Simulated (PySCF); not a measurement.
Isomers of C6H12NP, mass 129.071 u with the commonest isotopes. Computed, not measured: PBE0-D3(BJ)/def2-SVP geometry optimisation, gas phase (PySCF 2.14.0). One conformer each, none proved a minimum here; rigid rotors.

Question: Order these by rotational constant C, largest first.
A. `[CH3:1][CH:2]=[P:3]1([N:4]([CH3:5])[CH3:6])[CH:7]=[CH:8]1` with C2–P3–N4–C5 150°
B. `N=[P@]12CC[C@H](CC1)C2`
C. `[CH3:1][CH:2]([CH3:3])[P:4]([CH3:5])[CH2:6][C:7]#[N:8]` with C1–C2–P4–C5 -69°, C2–P4–C6–C7 165°

Answer: B (1509 MHz), A (1025 MHz), C (807.7 MHz).

Question: Order these by rotational constant B, smallest first.
A. `N=[P@]12CC[C@H](CC1)C2`
B. `[CH3:1][CH:2]([CH3:3])[P:4]([CH3:5])[CH2:6][C:7]#[N:8]` with C1–C2–P4–C5 -69°, C2–P4–C6–C7 165°
C. `[CH3:1][CH:2]=[P:3]1([N:4]([CH3:5])[CH3:6])[CH:7]=[CH:8]1` with C2–P3–N4–C5 150°

Answer: B (975.6 MHz), C (1444 MHz), A (1765 MHz).

Question: Order these by out-of-plane moment Σ m c² = (Ia + Ib − Ic)/2, largest first.
A. `[CH3:1][CH:2]([CH3:3])[P:4]([CH3:5])[CH2:6][C:7]#[N:8]` with C1–C2–P4–C5 -69°, C2–P4–C6–C7 165°
B. `C1C[C@H]2CC[P@@]1(C2)=N`
C. `[CH3:1][CH:2]=[P:3]1([N:4]([CH3:5])[CH3:6])[CH:7]=[CH:8]1` with C2–P3–N4–C5 150°

Answer: B (66.45 u·Å²), C (30.36 u·Å²), A (23.24 u·Å²).

```tsv
SMILES	point group	Ia (u·Å²)	Ib (u·Å²)	Ic (u·Å²)	κ	μa (D)	μb (D)	μc (D)
CC=P1(N(C)C)C=C1	C1	203.83	350.09	493.19	-0.42	2.03	1.44	0.41
CC(C)P(C)CC#N	C1	154.14	518.00	625.67	-0.86	4.29	0.57	1.72
N=[P@]12CC[C@H](CC1)C2	C1	181.43	286.39	334.93	-0.60	3.25	1.08	0.18
```
